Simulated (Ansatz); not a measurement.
Ideal-gas functions of `[OH][InH2]` at 600 K and 1 bar, from an Ansatz frequency run at PBE0-D4/def2-TZVP.

Molar mass 133.84 g/mol, point group Cs (symmetry number 1), electronic degeneracy 1, moments of inertia 5.701, 62.003, 67.704 u Å². Harmonic wavenumbers (cm⁻¹, unscaled): 382, 410, 543, 544, 611, 791, 1839, 1880, 3898.

Use S(trans) = R[1.5 ln M + 2.5 ln T − 1.1517]; rotational temperatures θ = 24.2544 K / I; S(rot) = R[ln(√π/σ · √(T³/θAθBθC)) + 1.5]; for each mode x = 1.438777 ν̃/T, S = R[x/(eˣ − 1) − ln(1 − e⁻ˣ)] and H = RT x/(eˣ − 1); 1 cm⁻¹ = 0.0119627 kJ/mol; R = 8.31446 J/(mol·K).

Q: By hand: the entropy, in J/(mol·K).

A: Translation 184.5. Rotation: θ = 4.2544, 0.3912, 0.3582 K, giving 99.2. Vibration, mode by mode: 9.33, 8.78, 6.68, 6.67, 5.84, 4.14, 0.55, 0.51, 0.01, in all 42.5. Electronic 0.0. Sum 326.2 J/(mol·K).

Q: By hand: H − E and G − E in kJ/mol, counted from the electronic energy.

A: Zero-point energy ½ × 10898 × 0.0119627 = 65.2; thermal vibration 15.2; translation, rotation and pV give 4 RT = 20.0. H − E = 100.4 kJ/mol, and G − E = 100.4 − 600 × 326.2/1000 = -95.3 kJ/mol.

Vibration gives 13 % of the entropy.
